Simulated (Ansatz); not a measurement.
K₈F₈ (relaxed from a model of 2x2x4 KF rock-salt block, whose bonding it doesn't keep). Total charge 0; triplet. Geometry r2SCAN-D4/def2-SVP, that of the neutral singlet; atoms count from 1.

Cartesian coordinates in Å:
```
K 3.793 0.058 1.430
F 1.310 -0.262 1.669
K -0.837 -1.322 2.364
F -3.183 -0.778 1.929
F 3.704 -1.133 -0.706
K 1.260 -1.681 -0.584
F -0.904 -2.579 0.226
K -3.294 -2.211 -0.119
F 3.347 2.067 0.102
K 0.861 1.961 0.403
F -1.566 2.253 -0.015
K -3.687 1.287 0.716
K 3.384 0.894 -2.044
F 0.900 0.554 -1.858
K -1.534 1.007 -2.161
F -3.554 -0.113 -1.352
```

The gap within one spin of the charge 0 triplet nearly closes, so an electron or hole may be smeared out by delocalisation error. At PBE-D4/def2-SVP a singlet of charge 0 lies 4.64 eV below the triplet at the same geometry.

Q: Estimate the Mulliken populations from the PBE/def2-SVP orbitals of Ansatz.

A: 
```json
{"atom": "K1", "charge (e)": "0.43", "spin (α − β)": "0.17"}
{"atom": "F2", "charge (e)": "-0.47", "spin (α − β)": "0.05"}
{"atom": "K3", "charge (e)": "0.35", "spin (α − β)": "0.25"}
{"atom": "F4", "charge (e)": "-0.45", "spin (α − β)": "0.14"}
{"atom": "F5", "charge (e)": "-0.43", "spin (α − β)": "0.18"}
{"atom": "K6", "charge (e)": "0.52", "spin (α − β)": "0.00"}
{"atom": "F7", "charge (e)": "-0.44", "spin (α − β)": "0.14"}
{"atom": "K8", "charge (e)": "0.48", "spin (α − β)": "0.08"}
{"atom": "F9", "charge (e)": "-0.43", "spin (α − β)": "0.18"}
{"atom": "K10", "charge (e)": "0.52", "spin (α − β)": "0.00"}
{"atom": "F11", "charge (e)": "-0.44", "spin (α − β)": "0.14"}
{"atom": "K12", "charge (e)": "0.48", "spin (α − β)": "0.08"}
{"atom": "K13", "charge (e)": "0.43", "spin (α − β)": "0.17"}
{"atom": "F14", "charge (e)": "-0.47", "spin (α − β)": "0.05"}
{"atom": "K15", "charge (e)": "0.35", "spin (α − β)": "0.25"}
{"atom": "F16", "charge (e)": "-0.45", "spin (α − β)": "0.14"}
```
Mulliken values depend strongly on the basis.

Q: Where does the spin sit?

A: Summed by element: K 0.99, F 1.01, of 2 unpaired in all. Largest on single atoms: K3 0.25, K15 0.25, F9 0.18.

Q: And the Mayer bond orders between heavy atoms (over 0.3)?

A: F7–K8 0.32 (2.44 Å); F11–K12 0.32 (2.44 Å).
